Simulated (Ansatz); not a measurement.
ZnMeI (CH₃IZn) was relaxed with PBE0-D4 (def2-TZVP) in Ansatz in these states: charge +1 doublet, neutral singlet. The geometries follow in no particular order.

In the def2 sets I takes a core potential; there is no spin–orbit coupling.

A:

Cartesian coordinates in Å:
```
Zn -0.499 0.480 -0.819
C 0.401 -0.385 0.659
H 1.316 0.154 0.911
H 0.662 -1.411 0.393
H -0.248 -0.405 1.536
I -1.633 1.567 -2.680
```

B:

```xyz
6

Zn   -0.884   -0.202    0.451
C     0.796    0.186   -0.415
H     0.749   -0.195   -1.434
H     1.587   -0.311    0.147
H     0.940    1.266   -0.410
I    -3.188   -0.745    1.661
```

Judge from the bond lengths which geometry belongs to which state (an estimate).

A is the neutral singlet (Zn1–I6 2.435 Å, Zn1–C2 1.935 Å, C2–H5 1.091 Å); B is the charge +1 doublet (Zn1–I6 2.658 Å, Zn1–C2 1.930 Å, C2–H5 1.090 Å).
